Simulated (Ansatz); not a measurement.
The cluster Na₆Au⁺ (the lowest singlet isomer of a short search). Total charge 1; singlet. Geometry PBE-D4/def2-SVP, basis def2-TZVP, Ansatz.

```xyz
7

Au   -1.086    0.775   -0.039
Na   -0.161   -1.900   -0.713
Na    0.732    0.032    2.218
Na   -2.525    1.395    2.358
Na   -1.695    0.869   -2.881
Na    1.559    0.728   -1.467
Na    3.176   -1.899    0.523
```

```
run  HOMO (eV)  LUMO (eV)
  A      -6.32      -4.50
  B      -6.25      -4.37
  C      -5.82      -4.81
  D      -7.53      -3.31
  E      -5.96      -5.07
  F      -5.85      -4.99
```

In the def2 sets Au takes a core potential; there is no spin–orbit coupling. No other spin state of charge 1 was run. The structure comes from a short search, and lower isomers may exist.

Task: The runs used BLYP, PBE, PBE0, r2SCAN, r2SCAN0, ωB97M-V. Estimate which is which.

Result: A PBE0 (25 % exact exchange); B r2SCAN0 (25 % exact exchange); C r2SCAN (0 % exact exchange); D ωB97M-V (range-separated); E PBE (0 % exact exchange); F BLYP (0 % exact exchange). Exact exchange lowers occupied and raises empty levels; among semilocal functionals meta-GGAs tend to open the gap a little, and such runs are hard to tell apart. The gap grows from 0.86 eV (BLYP) to 4.22 eV (ωB97M-V). The restricted singlet is unstable towards broken spin symmetry in Hartree–Fock (as tested in another run); at PBE0-D4/def2-TZVP, r2SCAN0-D4/def2-TZVP, r2SCAN-D4/def2-TZVP, ωB97M-V/def2-TZVP and others this wasn't settled.
